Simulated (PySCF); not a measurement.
SMILES C#CC[SiH2]F, singlet (B3LYP/def2-SVP optimised geometry):

```
10

C      1.938    -0.914     0.000
C      0.728    -0.984     0.000
C     -0.729    -0.984     0.000
Si    -1.381     0.793     0.000
F     -3.011     0.723     0.021
H      3.011    -0.877     0.001
H     -1.125    -1.510     0.887
H     -1.125    -1.510    -0.887
H     -0.931     1.510     1.220
H     -0.963     1.499    -1.238
```

Level of theory: B3LYP/def2-TZVP (PySCF).

### Question
What are the frontier orbital energies and the dipole moment?

### Answer
HOMO-2 -9.50 eV, HOMO-1 -7.77 eV, HOMO -7.48 eV, LUMO -0.13 eV, LUMO+1 0.52 eV; dipole moment 0.93 D.

Meta-Löwdin charges at B3LYP/def2-TZVP: C1 -0.23, C2 -0.03, C3 -0.46, Si4 0.99, F5 -0.51, H6 0.17, H7 0.15, H8 0.15, H9 -0.11, H10 -0.11.
